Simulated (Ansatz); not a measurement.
```xyz
10

O     1.194   -0.136    1.419
Si    0.530   -0.062   -0.057
O     0.511   -1.553   -0.709
F     1.363    0.890   -1.026
C    -1.171    0.687    0.155
F    -1.820    0.698   -1.080
H     1.953   -0.702    1.564
H     0.339   -1.639   -1.648
H    -1.124    1.715    0.527
H    -1.775    0.103    0.855
```

Total charge 0; spin multiplicity 1.

Problem. List the PBE0/def2-TZVPP orbital energies in eV (Ansatz). (Best estimate.)

Solution. The calculation gave: Occupied: -1804.15, -673.80, -673.77, -523.16, -523.12, -280.01, -146.25, -100.97, -100.94, -100.89, -33.43, -33.24, -28.93, -28.39, -19.75, -16.56, -15.23, -14.47, -13.88, -13.74, -13.45, -12.62, -12.26, -11.05, -10.96, -10.41, -9.98, -9.94, -8.90. Lowest empty: 0.56, 0.70, 1.83, 2.11, 2.67, 2.98, 3.74, 4.49.
